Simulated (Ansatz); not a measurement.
Input file for Ansatz (a quantum-chemistry and plane-wave program): U-CAM-B3LYP/def2-TZVPPD on C5H5 (SMILES [CH]1C=CC=C1). The basis file is the Basis Set Exchange's JSON of that set.

Ansatz 0.2 input:
```yaml
crystal:
  periodic: [false, false, false]
  atoms:
    - {symbol: C, position_ang: [1.18418186, -0.00000000, -0.00000000]}
    - {symbol: C, position_ang: [0.35200893, 1.16650794, 0.00000000]}
    - {symbol: C, position_ang: [-0.94529864, 0.73936099, -0.00000000]}
    - {symbol: C, position_ang: [-0.94529864, -0.73936099, 0.00000000]}
    - {symbol: C, position_ang: [0.35200893, -1.16650794, 0.00000000]}
    - {symbol: H, position_ang: [2.26496843, -0.00000000, -0.00000000]}
    - {symbol: H, position_ang: [0.69985915, 2.18673403, 0.00000000]}
    - {symbol: H, position_ang: [-1.83109457, 1.35639884, -0.00000000]}
    - {symbol: H, position_ang: [-1.83109457, -1.35639884, 0.00000000]}
    - {symbol: H, position_ang: [0.69985915, -2.18673403, -0.00000000]}
basis:
  gaussian:
    orbitals: def2-TZVPPD.json
hamiltonian:
  xc: {name: CAM-B3LYP}
magnetization: {spin_polarized: true, initial_magnetization: 1}
```

Output:

```
WARN ansatz: RAYON_NUM_THREADS=4 ignored (pool sized by the plan → 4); use --threads N
Functional definition: CAM-B3LYP
integrals: 0.21 GiB planned
1165 factors; their error is unknown
integrals: 0.24 GiB planned
410 factors; integrals over basis functions are off by at most 2.3e-5 eV
mean field: 2.63 GiB planned
mean field evaluation 1: about -5256.9259 eV, gradient 3.6e1 eV
mean field evaluation 2: about -5257.7459 eV, gradient 3.4e1 eV
mean field evaluation 4: about -5263.2510 eV, gradient 5.9e-1 eV
mean field evaluation 8: about -5263.2654 eV, gradient 7.4e-2 eV
mean field evaluation 16: about -5263.2458 eV, gradient 1.1e-2 eV
mean field -5263.24577281 eV, -193.4207145947 hartree, gradient 3.2e-5 eV, S^2 0.775995; 1 other end points of the search recorded, 0 dependent functions left out
reference -5263.24589734 eV, -193.4207191711 hartree; 18, 17 occupied and 252, 253 virtual orbitals, 1165 factors
Total energy: -5263.24589734 eV, -193.4207191711 hartree
```

Self-consistency was reached.

Cost: very roughly 50 core-seconds.
